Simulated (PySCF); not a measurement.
[V(NH3)3]3+ by CASSCF and spin-orbit coupling

[V(NH3)3]3+: V(III) (d2), charge +3. The structure is a model geometry with rigid ligands and bond lengths from ionic radii, not a minimum; coordination trigonal planar, point group C1, metal–donor distances 1.89 Å.

```
13

V     0.000    0.000    0.000
N     1.890    0.000    0.000
H     2.280    0.942    0.000
H     2.280   -0.471    0.816
H     2.280   -0.471   -0.816
N    -0.945    1.637    0.000
H    -1.140    1.975    0.942
H    -0.433    2.383   -0.471
H    -1.847    1.567   -0.471
N    -0.945   -1.637    0.000
H    -1.140   -1.975    0.942
H    -1.847   -1.567   -0.471
H    -0.433   -2.383   -0.471
```

Method (PySCF 2.14, density fitting): CASSCF(2,5) with orbitals averaged over all microstates of the shell, strongly contracted NEVPT2 on the averaged canonical orbitals; basis x2c-TZVPall on the metal, x2c-SVPall elsewhere; spin-free X2C; gas phase; spin-orbit coupling by state interaction with the mean-field operator over all roots.

## Spin-free states

| 2S+1 | deg. | free-ion term | CASSCF / cm⁻¹ | NEVPT2 / cm⁻¹ | f(ED) |
| --- | --- | --- | --- | --- | --- |
| 3 | 1 | 3F 0.89 | 0 | 0 | – |
| 3 | 1 | 3F 0.80 | 4199 | 3936 | 2.3e-07 |
| 3 | 1 | 3F 0.80 | 4445 | 4243 | 2.3e-07 |
| 1 | 1 | 1D 0.63 | 13081 | 11245 | – |
| 1 | 1 | 1D 0.63 | 13087 | 11253 | – |
| 1 | 1 | 1G 0.68 | 15686 | 13666 | – |
| 1 | 1 | 1G 0.68 | 15917 | 13949 | – |
| 1 | 1 | 1G 0.89 | 17046 | 14813 | – |
| 3 | 1 | 3F 1.00 | 13614 | 14875 | 9.1e-04 |
| 3 | 1 | 3F 1.00 | 14142 | 15261 | 5.1e-06 |
| 3 | 1 | 3F 1.00 | 15260 | 16142 | 1.6e-05 |
| 3 | 1 | 3F 1.00 | 15338 | 16246 | 1.7e-05 |
| 3 | 1 | 3P 0.80 | 21856 | 20513 | 7.5e-07 |
| 3 | 1 | 3P 0.80 | 21929 | 20595 | 7.5e-07 |
| 1 | 1 | 1D 0.74 | 23460 | 20716 | – |
| 1 | 1 | 1D 0.68 | 26284 | 25402 | – |
| 1 | 1 | 1D 0.68 | 26344 | 25470 | – |
| 1 | 1 | 1G 0.63 | 29047 | 27872 | – |
| 1 | 1 | 1G 0.63 | 29123 | 27980 | – |
| 1 | 1 | 1G 1.00 | 30218 | 29162 | – |
| 1 | 1 | 1G 1.00 | 31631 | 30506 | – |
| 3 | 1 | 3P 0.89 | 40135 | 39745 | 8.0e-07 |
| 1 | 1 | 1G 1.00 | 46587 | 46186 | – |
| 1 | 1 | 1G 1.00 | 46600 | 46198 | – |
| 1 | 1 | 1S 0.83 | 61239 | 55624 | – |

Energies are counted from the ground state at NEVPT2 level. Weights follow the labels. f(ED) is the electric-dipole oscillator strength from the ground state at the fixed geometry, without vibronic coupling; occupations, where given, run over the ligand-field orbitals from the lowest.

Ligand-field fit:

| cm⁻¹ | CASSCF |
| --- | --- |
| B | 864 |
| B, free ion | 1086 |
| C | 3524 |
| C, free ion | 4071 |
| rms of the fit | 401 |

```json
{"orbital": "1", "CASSCF / cm⁻¹": "0", "metal share": "0.98", "main function": "xz 0.53"}
{"orbital": "2", "CASSCF / cm⁻¹": "198", "metal share": "0.98", "main function": "yz 0.53"}
{"orbital": "3", "CASSCF / cm⁻¹": "1030", "metal share": "0.91", "main function": "z2 0.99"}
{"orbital": "4", "CASSCF / cm⁻¹": "15220", "metal share": "0.83", "main function": "x2-y2 0.51"}
{"orbital": "5", "CASSCF / cm⁻¹": "15308", "metal share": "0.83", "main function": "xy 0.51"}
```

ζ = 167 cm⁻¹, against 209 for the free ion.

## Spin-orbit levels

```
E / cm⁻¹  deg.            make-up
     0.0     1            1.00 3F
     9.2     1            1.00 3F
     9.8     1            1.00 3F
  3933.8     1  0.94 3F + 0.06 3F
  3943.2     1  0.95 3F + 0.05 3F
  3963.7     1            1.00 3F
  4269.4     1            1.00 3F
  4279.5     1  0.94 3F + 0.06 3F
  4282.3     1  0.95 3F + 0.05 3F
 11258.2     1            1.00 1D
```

Only the lowest levels are listed: 10 of 45 states.

## Magnetism

The ground multiplet follows a spin Hamiltonian with S = 1, g = 1.800, 1.814, 1.999, D = 9.48 cm⁻¹, E/|D| = 0.03 (spin-orbit part alone); the lowest levels hold 100 % of the spin-free ground state. μeff is 2.79 μB at 300 K and 2.47 μB at 10 K; the spin-only value is 2.83 μB.

```
T / K  χT / cm³ K mol⁻¹  μeff / μB
    2             0.240       1.39
    5             0.554       2.10
   10             0.762       2.47
   20             0.846       2.60
   30             0.868       2.63
   50             0.885       2.66
   75             0.897       2.68
  100             0.907       2.69
  150             0.925       2.72
  200             0.942       2.75
  250             0.959       2.77
  300             0.976       2.79
```

Powder magnetisation at 2 K: 0.11 μB at 0.5 T, 0.21 μB at 1 T, 0.42 μB at 2 T, 0.60 μB at 3 T, 0.92 μB at 5 T, 1.17 μB at 7 T.

The geometry is a model, and the complex may not exist in this form. NEVPT2 on the d shell alone tends to put d–d bands too high for such charged or covalently bound ions.

The job took 7.9 s on one thread of Arm Neoverse V2 (shared host), with 135 basis functions, launched as `OMP_NUM_THREADS=1 python lf_run.py task.json out`.
